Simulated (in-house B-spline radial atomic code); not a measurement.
Successive ionisation energies of bismuth; each step leads to the configuration of the next row (after the last: [He] 2s2 2p1/2(2) 2p3/2(1)). Dirac energy differences include first-order Breit, QED and recoil terms. NIST's values go from ground level to ground level; the uncertainty of those that are theory runs from under 0.1 % in few-electron ions to several per cent in heavy many-electron ones. Computed with a B-spline radial code for spherical atoms: Dirac-Hartree-Fock, jj configuration that fills j = l - 1/2 first, finite nuclei.

A number in brackets counts the electrons of a j subshell.

```
  ion               configuration  ionisation energy (eV)  tabulated value (eV)    tabulated kind  computed minus tabulated (eV)  highest orbital  largest mean radius (bohr)
Bi70+           [Ne] 3s2 3p1/2(1)                  8947.0                  8950  tabulated theory                             -3            3p1/2                     0.15797
Bi71+                    [Ne] 3s2                  9270.8                  9270  tabulated theory                              1            3s1/2                     0.15742
Bi72+                    [Ne] 3s1                  9426.2                  9430  tabulated theory                             -4            3s1/2                     0.15682
Bi73+                [He] 2s2 2p6                 20126.2                 20130  tabulated theory                             -4            2p3/2                    0.064744
Bi74+  [He] 2s2 2p1/2(2) 2p3/2(3)                 20515.4                 20500  tabulated theory                             15            2p3/2                    0.064504
Bi75+  [He] 2s2 2p1/2(2) 2p3/2(2)                 20907.9                 20920  tabulated theory                            -12            2p3/2                    0.064265
```

Where is the largest jump?

From Bi72+ to Bi73+, by a factor of 2.14 (9426.2 to 20126 eV); the highest orbital goes from 3s1/2 to 2p3/2.
